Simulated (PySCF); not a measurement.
Static response to an electric field

H6NOPSi.
Numbering: `[NH2:1][Si@@H:2]([OH:3])[PH2:4]` (hydrogens: H5, H6 on N1; H7 on Si2; H8 on O3; H9, H10 on P4)

Cartesian coordinates in Å at the PBE0-D3(BJ)/def2-SVP level; atoms count from 1:
```
atom  x, y, z in Å
N1    -1.131    1.238    0.317
Si2   -0.327   -0.259    0.583
O3    -1.241   -1.651    0.449
P4     1.276   -0.298   -1.011
H5    -1.277    1.602   -0.617
H6    -1.806    1.608    0.976
H7     0.139   -0.301    1.992
H8    -1.672   -1.803   -0.398
H9     2.159    0.576   -0.308
H10    1.885   -1.492   -0.522
```

Level: CAM-B3LYP/def2-SVPD (PySCF), static field, nuclei fixed, core orbitals frozen in the response. The polarisability tensor in these axes (au):

```
x   70.39 -1.65 -7.75
y   -1.65 63.55  0.62
z   -7.75  0.62 66.48
```

Problem. What are the eigenvalues, a third of the trace, and Δα (Δα² = ½Σ(αi − αj)² over the three pairs)?

Solution. Principal values 60.35, 63.43 and 76.64 au; mean 66.81 au = 9.90 Å³ = 11.02 × 10⁻⁴⁰ C²·m²/J; Δα = 14.99 au (22 % of the mean).

Problem. What is the dipole moment, and where does it point?

Solution. (-1.10, 1.11, -0.68) D, 1.70 D in size, pointing from the negative to the positive side. Measured along this direction, the outermost atoms are H10 at the negative end and H5 at the positive end.

Problem. Give the eigenvalues of the traceless quadrupole moment Θ = ½Σq(3rr − r²1), origin at the centre of nuclear charge.

Solution. -8.66, 1.84, 6.81 D·Å. The values depend on the origin, since the dipole doesn't vanish. The electronic extent ⟨r²⟩ about the same centre is 568 bohr², a root-mean-square distance of 1.78 Å for the 50 electrons.

Problem. Estimate the molar refractivity from the static electronic polarisability.

Solution. Lorentz–Lorenz: R = (4π/3)N_A α = 2.5225 cm³/(mol·Å³) × 9.90 Å³ = 25.0 cm³/mol, in the limit of long wavelengths.

Problem. What would n − 1 = 2πNα be for an ideal gas of these molecules at 350 K and 1 atm, electronic part alone?

Solution. N = p/kT = 2.0968 × 10¹⁹ cm⁻³, so n − 1 = 2π × N × 9.90 × 10⁻²⁴ cm³ = 1304 × 10⁻⁶ at long wavelengths, for an ideal gas.

One conformer (not necessarily the lowest) at the PBE0-D3(BJ)/def2-SVP geometry, without solvent, vibrations or thermal averaging.

These values come from a run that also computed excited states and ΔSCF ions. Time: 41 s of wall time. Hardware: one thread, Arm Neoverse V1, shared host.
